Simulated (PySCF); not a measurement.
Species: C5H4N2S.
Numbering: `[CH3:1][C@H:2]1[S:3][C:4]1([C:5]#[N:6])[C:7]#[N:8]` (hydrogens: H9, H10, H11 on C1; H12 on C2)

The closed-shell SCF was solved with PySCF and density fitting under several settings on one GFN2-xTB geometry (grid level 2 and gas phase unless stated).

```tsv
settings	basis functions	SCF cycles	E (Eh)	HOMO (eV)	LUMO (eV)	dipole (D)
PBE0/pcSseg-1	163	15	-700.0181	-8.02	-2.22	4.58
B3LYP/def2-SVPD	199	15	-700.2467	-7.78	-2.50	4.58
OLYP/pcSseg-0, grid level 1, start guess sap	84	20	-699.3251	-6.72	-2.90	4.44
B3LYP/pcSseg-1, IEF-PCM methanol, grid level 4	163	15	-700.5497	-7.43	-2.15	5.83
B97-2/def2-SVPD, fitting basis def2-universal-jkfit	199	11	-700.1527	-7.78	-2.34	4.56
PBE0/Sadlej pVTZ	236	15	-700.1343	-8.00	-2.26	4.61
OPBE/def2-SVPD	199	17	-700.0835	-6.75	-3.13	4.44
```

Q: Estimate the rows for these settings: (1) HSE06/STO-3G, IEF-PCM acetone, grid level 3; (2) revPBE/6-311+G(2d,p).

A: 
```csv
settings,basis functions,SCF cycles,E (Eh),HOMO (eV),LUMO (eV),dipole (D)
"HSE06/STO-3G, IEF-PCM acetone, grid level 3",48,14,-691.9493,-4.17,1.10,4.43
"revPBE/6-311+G(2d,p)",248,18,-700.5140,-6.68,-3.12,4.53
```

Q: Over all rows, what range does the HOMO–LUMO gap span?

A: From 3.56 eV (revPBE/6-311+G(2d,p)) to 5.80 eV (PBE0/pcSseg-1). The functional of the narrowest has no exact exchange, that of the widest 25 % exact exchange.

Q: And the dipole moment?

A: From 4.43 D (HSE06/STO-3G, IEF-PCM acetone, grid level 3) to 5.83 D (B3LYP/pcSseg-1, IEF-PCM methanol, grid level 4); the largest is 1.32 times the smallest, and the median is 4.56 D.

Q: Compare two rows with the functional PBE0: PBE0/Sadlej pVTZ and PBE0/pcSseg-1. Which energy is lower, and by how much?

A: PBE0/Sadlej pVTZ (236 functions) lies 0.1162 Eh or 73 kcal/mol below PBE0/pcSseg-1 (163 functions).

Cycle counts include a coarse-grid stage where the run had one. All basis functions are spherical, in the Pople sets too. Geometry: GFN2-xTB; no vibrations or thermal averaging.
